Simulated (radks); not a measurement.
Effect of the nuclear size on the zirconium ion Zr3+, [Kr] 4d1. All-electron calculation, Dirac Kohn-Sham, exchange-only LDA, spin-unpolarised, spherical densities, finite nucleus; open shells fill j = l - 1/2 first; Fermi nuclear charge, rms radius 4.2694 fm. Program: a radial shooting solver on a logarithmic mesh with Libxc functionals. The rms radius is varied about that value; shifts are against it.

| rms radius (fm) | total energy shift (eV) | density at nucleus (e/bohr^3) | 1s1/2 shift (meV) | 2s1/2 shift (meV) | 4s1/2 shift (meV) | 5s1/2 (empty) shift (meV) |
|---|---|---|---|---|---|---|
| 3.582 | -0.323 | 7.569e+04 | -137 | -14.4 | -0.382 | -0.071 |
| 4.0303 | -0.118 | 7.482e+04 | -50.0 | -5.25 | -0.140 | -0.026 |
| 4.2694 | 0 | 7.439e+04 | 0.000 | 0.000 | 0.000 | 0.000 |
| 4.6835 | 0.219 | 7.372e+04 | 92.8 | 9.75 | 0.259 | 0.048 |
| 4.9397 | 0.364 | 7.334e+04 | 154 | 16.2 | 0.430 | 0.080 |

Slopes of the eigenvalues against <r^2> in GHz/fm^2, as finite differences over the two radii next to the reference (eigenvalue slopes, not the field-shift constants of lines): 1s1/2 6070, 2s1/2 637, 4s1/2 16.9, 5s1/2 (empty) 3.14.
